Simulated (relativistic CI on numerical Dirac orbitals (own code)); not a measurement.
A reference radial Dirac CI calculation of Cd IV gave the lowest total energy -5584.74094 Ha in 11 SCF steps, from this input:

```
atom Cd  Z=48  charge=3  electrons=45
nucleus A=114  rms_radius_fm=4.6087
hamiltonian dirac-coulomb  breit=on  qed=on  c_scale=1
orbitals kli  potential=per-configuration
slater_scale 1
correlation none
mixing on
grid step=0.0125 r_max=37.3
scf mixing=0.4 start=green max_iterations=150 tolerance=2e-08 node_fill=0.05
configurations
  [Kr] 4d9
end
```

One setting was then changed (and the iteration limit cut to 93), and the output read:

```
SCF 1: [Kr] 4d9
 iter      energy (Ha)   residual   last orbital (Ha)
    1     -5229.950988   2.39e+00     -4.17985
    2     -5247.829132   7.53e-01     -2.53296
    3     -5249.786726   9.72e-02     -1.95954
    4     -5249.840039   8.45e-02     -2.06988
    5     -5249.857173   2.36e-02     -2.01597
    6     -5249.857675   1.16e-03     -1.98280
    7     -5249.857748   5.00e-04     -1.98355
    8     -5249.857813   2.95e-05     -1.98419
    9     -5249.857811   4.34e-06     -1.98415
   10     -5249.857811   7.58e-07     -1.98415
   11     -5249.857811   6.42e-09     -1.98415
orbital energies (Ha): 3p3/2 -23.5961  3d3/2 -16.4997  3d5/2 -16.2388  4s -4.8917  4p1/2 -4.2081  4p3/2 -4.0139  4d3/2 -2.0127  4d5/2 -1.9841
configuration averages (Ha): Dirac-Coulomb, Breit, QED
  4d9                          -5249.857811    3.135141    1.048680
levels: no., configuration, term, J, E (cm-1), weight
   1 4d9                    2D   5/2              0.0  1.00
   2 4d9                    2D   3/2           5820.5  1.00
lowest total energy -5245.684598 Ha
end: converged
```

Q: Which setting was changed?
A. SCF mixing
B. nuclear radius
C. charge
D. start potential

A: B. The nuclear radius 460.87 fm. This setting is bad on purpose; its numbers may not be properties of the ion.
